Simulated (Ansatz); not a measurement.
One change: `[CH3][Al]([OH])[SiH2]F` becomes `[CH3][AlH][SiH2]F`.

Ansatz, PBE0-D4/def2-TZVP geometries, multiplicity 1. Each molecule was computed in one conformer, which needn't be the lowest.

```json
{"property": "LUMO energy (PBE0/def2-TZVPP) / eV", "`[CH3][Al]([OH])[SiH2]F`": "-1.19"}
{"property": "LUMO energy (ωB97M-V/def2-TZVPP) / eV", "`[CH3][Al]([OH])[SiH2]F`": "0.47"}
{"property": "HOMO energy (ωB97M-V/def2-TZVPP) / eV", "`[CH3][Al]([OH])[SiH2]F`": "-9.38"}
{"property": "LUMO energy (B3LYP/def2-TZVPP) / eV", "`[CH3][Al]([OH])[SiH2]F`": "-1.37"}
{"property": "size of the dipole moment (ωB97M-V/def2-TZVPP) / D", "`[CH3][Al]([OH])[SiH2]F`": "1.20"}
{"property": "HOMO–LUMO gap (ωB97M-V/def2-TZVPP) / eV", "`[CH3][Al]([OH])[SiH2]F`": "9.85"}
```

(1) What does the change do to each property? (Best estimate.)

Results:

(1) Ansatz gave: 
```json
{"property": "LUMO energy (PBE0/def2-TZVPP) / eV", "`[CH3][AlH][SiH2]F`": "-1.86", "shift": "-0.67"}
{"property": "LUMO energy (ωB97M-V/def2-TZVPP) / eV", "`[CH3][AlH][SiH2]F`": "-0.23", "shift": "-0.70"}
{"property": "HOMO energy (ωB97M-V/def2-TZVPP) / eV", "`[CH3][AlH][SiH2]F`": "-9.39", "shift": "-0.01"}
{"property": "LUMO energy (B3LYP/def2-TZVPP) / eV", "`[CH3][AlH][SiH2]F`": "-2.05", "shift": "-0.68"}
{"property": "size of the dipole moment (ωB97M-V/def2-TZVPP) / D", "`[CH3][AlH][SiH2]F`": "1.58", "shift": "0.38"}
{"property": "HOMO–LUMO gap (ωB97M-V/def2-TZVPP) / eV", "`[CH3][AlH][SiH2]F`": "9.15", "shift": "-0.70"}
```

Dipoles are sizes alone; their direction can turn.

B3LYP here is the variant with VWN-RPA as its local correlation; programs differ in this.
